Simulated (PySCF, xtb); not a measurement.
Sn(H)2(OH)(OMe) (CH₆O₂Sn), SMILES C[O][SnH2][OH].

GFN2-xTB (xtb) at its own geometry gives an orbital gap of 5.12 eV and a dipole moment of 2.14 D.

The structure is a stationary point at B3LYP-D3(BJ)/def2-SVP. The structure was generated by enumeration; whether it is a known compound was not checked. The def2 effective core potentials stand for the cores of Sn; spin–orbit coupling is left out. Other conformers were not sampled.

Q: What does PBE/def2-TZVP run with PySCF give? (The exact figures need the calculation; the answer reports its results.)

A: gap 4.60 eV (levels -6.10 and -1.50 eV), dipole 0.66 D.
